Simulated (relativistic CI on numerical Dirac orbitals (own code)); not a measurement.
# Hyperfine structure of V12+, mass number 50

Calculated at this level of theory: Dirac-Coulomb-Breit CI, separate exchange-only KLI orbitals for each configuration, model QED (radiative potential, 1s self-energy scaled to tabulated hydrogen-like ionisation energies), unscaled Slater integrals (own radial code, finite nucleus).

Configurations in the expansion (outside the closed core [Ne]): 3s, 3p, 3d, 4s, 4p, 4d, 4f, 5s, 5p, 5d, 5f, 5g, 6s, 6p, 6d. Levels of other configurations are missing.

Nuclear spin I = 6, μ = 3.3442 μN, Q = 0.21 b (tables of Stone and Pyykkö). The electronic factors are computed for point nuclear moments, without core polarisation or the Bohr-Weisskopf and QED corrections.

```json
{"Level": "3s ²S1/2", "E (eV)": "0.000", "A (MHz)": "32050", "B (MHz)": ""}
{"Level": "3p ²P°1/2", "E (eV)": "28.018", "A (MHz)": "9059", "B (MHz)": ""}
{"Level": "3p ²P°3/2", "E (eV)": "29.375", "A (MHz)": "1733", "B (MHz)": "1210"}
{"Level": "3d ²D3/2", "E (eV)": "67.644", "A (MHz)": "677.9", "B (MHz)": "158"}
{"Level": "3d ²D5/2", "E (eV)": "67.789", "A (MHz)": "289.1", "B (MHz)": "224"}
{"Level": "4s ²S1/2", "E (eV)": "160.863", "A (MHz)": "12420", "B (MHz)": ""}
{"Level": "4p ²P°1/2", "E (eV)": "171.814", "A (MHz)": "3633", "B (MHz)": ""}
{"Level": "4p ²P°3/2", "E (eV)": "172.335", "A (MHz)": "696.3", "B (MHz)": "488"}
```

Levels with J = 0, under 50 % of one LS term, or S terms without an open s electron are left out. Small factors come from cancelling terms and can be off by tens of per cent or more.

At this charge energies of transitions that change n are usually good to better than 1 %, and those within a shell (Δn = 0) to a few per cent.

**Question.** Give the hyperfine levels of 3s ²S1/2 relative to its centre of gravity.

**Answer.** With K = F(F + 1) − I(I + 1) − J(J + 1), E = AK/2: F = 11/2: -112200, F = 13/2: 96150 MHz.
